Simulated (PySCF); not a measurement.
# Electron correlation in Ga⁺ (gallium, charge +1)

Starting occupation: [Ar] 3d10 4s2. All numbers are calculated (PySCF 2.14, X2C-1e with screened-nucleus spin-orbit coupling, Gaussian nucleus, in x2c-TZVPPall-2c (6s7p4d1f, 54 functions)). Frozen: [Ne]; 20 electrons correlated.

MP2 pair energies summed by pair of shells (mhartree):

| pair | energy | share (%) |
| --- | --- | --- |
| 3d3/2-3d5/2 | -65.07 | 19.1 |
| 3d5/2-3d5/2 | -44.57 | 13.1 |
| 3d5/2-3p3/2 | -37.37 | 10.9 |
| 4s1/2-4s1/2 | -26.33 | 7.7 |
| 3d3/2-3p3/2 | -25.30 | 7.4 |
| 3d5/2-3p1/2 | -19.01 | 5.6 |
| 3d3/2-3d3/2 | -18.20 | 5.3 |
| 3d5/2-4s1/2 | -14.35 | 4.2 |
| 3p1/2-3p3/2 | -14.26 | 4.2 |
| 3p3/2-3p3/2 | -12.70 | 3.7 |
| 3d5/2-3s1/2 | -12.58 | 3.7 |
| 3d3/2-3p1/2 | -11.85 | 3.5 |
| 3d3/2-4s1/2 | -9.40 | 2.8 |
| 3p3/2-3s1/2 | -8.69 | 2.5 |
| 3d3/2-3s1/2 | -8.31 | 2.4 |
| 3p1/2-3s1/2 | -4.35 | 1.3 |
| 3p1/2-3p1/2 | -2.78 | 0.8 |
| 3p3/2-4s1/2 | -2.75 | 0.8 |
| 3s1/2-3s1/2 | -1.69 | 0.5 |
| 3p1/2-4s1/2 | -1.29 | 0.4 |
| 3s1/2-4s1/2 | -0.56 | 0.2 |

Total MP2 correlation energy: -341.44 mhartree.

MP2 falls well short for the outer s pair, which is nearly degenerate with np².

This basis was not built for core-valence correlation, so the inner-shell part is incomplete.
